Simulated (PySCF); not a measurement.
How methods differ on the ionisation energy of Au

Au [Xe] 4f14 5d10 6s1 (2S) → Au⁺ [Xe] 4f14 5d10 (1S), as a difference of total energies. Computed with PySCF 2.14 in ANO-RCC-VTZP, with the spin-free X2C one-electron Hamiltonian (Gaussian nucleus). Correlated levels: valence: [Xe] 4f14 frozen; valence and next inner shell: [Kr] 4d10 4f14 frozen. The calculations carry no spin-orbit coupling.

```json
{"method": "UHF", "ionisation energy (eV)": "7.680", "error (eV)": "-1.546"}
{"method": "LDA", "ionisation energy (eV)": "9.942", "error (eV)": "+0.716"}
{"method": "PBE", "ionisation energy (eV)": "9.594", "error (eV)": "+0.368"}
{"method": "PBE0", "ionisation energy (eV)": "9.248", "error (eV)": "+0.022"}
{"method": "r2SCAN", "ionisation energy (eV)": "9.570", "error (eV)": "+0.344"}
{"method": "PBEsol", "ionisation energy (eV)": "9.645", "error (eV)": "+0.419"}
{"method": "BLYP", "ionisation energy (eV)": "9.613", "error (eV)": "+0.387"}
{"method": "M06-2X", "ionisation energy (eV)": "8.980", "error (eV)": "-0.246"}
{"method": "MP2 (valence)", "ionisation energy (eV)": "9.145", "error (eV)": "-0.081"}
{"method": "SCS-MP2 (valence)", "ionisation energy (eV)": "8.951", "error (eV)": "-0.275"}
{"method": "MP2 (valence and next inner shell)", "ionisation energy (eV)": "9.319", "error (eV)": "+0.093"}
{"method": "SCS-MP2 (valence and next inner shell)", "ionisation energy (eV)": "9.071", "error (eV)": "-0.155"}
```

Reference: 9.226 eV (measured; NIST Atomic Spectra Database, ionization energies).

Errors of the correlated levels include the incompleteness of this basis and the frozen core.
